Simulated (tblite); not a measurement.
C₂H₁₂Si₄.
Geometry (GFN2-xTB, Å), atoms numbered from 1 in this order:
```xyz
18
C2H12Si4 angstrom
C      2.769   -0.277   -0.302
Si     0.946    0.032   -0.756
C     -0.102   -1.451   -0.134
Si    -1.980   -1.127    0.054
Si    -2.128    1.065    0.812
Si    -0.020    1.898    0.256
H      3.132   -1.221   -0.699
H      2.907   -0.300    0.776
H      3.406    0.511   -0.695
H      0.868    0.041   -2.230
H      0.284   -1.749    0.843
H      0.056   -2.312   -0.783
H     -2.538   -2.185    0.909
H     -2.598   -1.324   -1.265
H     -2.453    1.157    2.244
H     -3.238    1.790    0.176
H      0.744    2.389    1.414
H     -0.065    3.068   -0.632
```

All values are computed: GFN2-xTB (tblite) harmonic vibrations without scaling, gas phase. The method is semi-empirical: single wavenumbers can be off by several per cent or more. Modes of hydrogen on silicon can be 10 to 20 % off. One conformer, not necessarily the lowest.

Harmonic wavenumbers (cm⁻¹): 43.4, 80.5, 123.1, 131.3, 174.7, 187.6, 234.8, 310.8, 340.9, 396.0, 407.3, 421.0, 449.8, 483.1, 511.8, 519.1, 543.0, 590.9, 604.0, 624.4, 627.1, 677.6, 715.1, 744.1, 782.1, 807.6, 816.4, 823.0, 829.4, 851.9, 1014.3, 1128.8, 1373.4, 1467.1, 1492.6, 1495.8, 2122.2, 2151.5, 2161.1, 2170.9, 2176.6, 2185.5, 2189.9, 2951.2, 2982.2, 3027.9, 3030.5, 3038.5.

A = 1959, B = 1147, C = 780.2 MHz; mass 148.002 u (most abundant isotopes); point group C1, symmetry number 1.

What is the zero-point energy?

½Σν̃ = 26506 cm⁻¹ = 75.78 kcal/mol.

Entropy at 298.15 K, 1 bar (ideal gas, RRHO, classical rotation)?

Translation 40.91, rotation 29.60, vibration 34.07: S = 104.6 cal/(mol K).

And Cp and H(298.15 K) − H(0)?

Cp = 46.30 cal/(mol K), of which vibrations give 38.35 (their classical limit is 48 R = 95.4); H(298.15 K) − H(0) = 7.98 kcal/mol without the zero-point energy, 5.61 from vibrations.

What must be added to the electronic energy to get the Gibbs energy at 298.15 K and 1 bar?

ZPE + [H(298.15 K) − H(0)] − T·S = 75.78 + 7.98 − 31.18 = 52.58 kcal/mol.

Blend soft modes into free rotors: weight 1/[1 + (100 cm⁻¹/ν̃)⁴] for the oscillator and the rest for a rotor with moment μB/(μ + B), μ = h/(8π²ν), B = 10⁻⁴⁴ kg m². What vibrational entropy results?

31.94 cal/(mol K) in place of 34.07, which changes −T·S at 298.15 K by +0.63 kcal/mol.

Which modes carry the vibrational entropy at 298.15 K?

43.4 cm⁻¹: 5.10; 80.5 cm⁻¹: 3.88; 123.1 cm⁻¹: 3.05; 131.3 cm⁻¹: 2.93; 174.7 cm⁻¹: 2.38; 187.6 cm⁻¹: 2.25 cal/(mol K); the other 42 give 14.48 together.

How do the functions run with temperature in this model?

```
 T (K)  S (cal/(mol K))  Cp (cal/(mol K))  H − H(0) (kcal/mol)  G − H(0) (kcal/mol)  ln q(vib)
    50             59.3              13.2                 0.50                -2.47       0.51
   100             70.5              19.8                 1.32                -5.73       1.72
373.15            115.8              53.4                11.73               -31.46      10.05
   500            132.7              62.4                19.11               -47.25      14.00
   750            160.5              74.5                36.33               -84.03      21.21
  1000            183.1              82.5                56.02              -127.06      27.62
```

q(vib) and H(0) count from the zero-point level.

Hindered rotation and anharmonicity are outside this model. Other conformers, if any are populated, would add a mixing term that is left out. The structure is chiral; the term R ln 2 for an equal mix with its mirror image is left out.
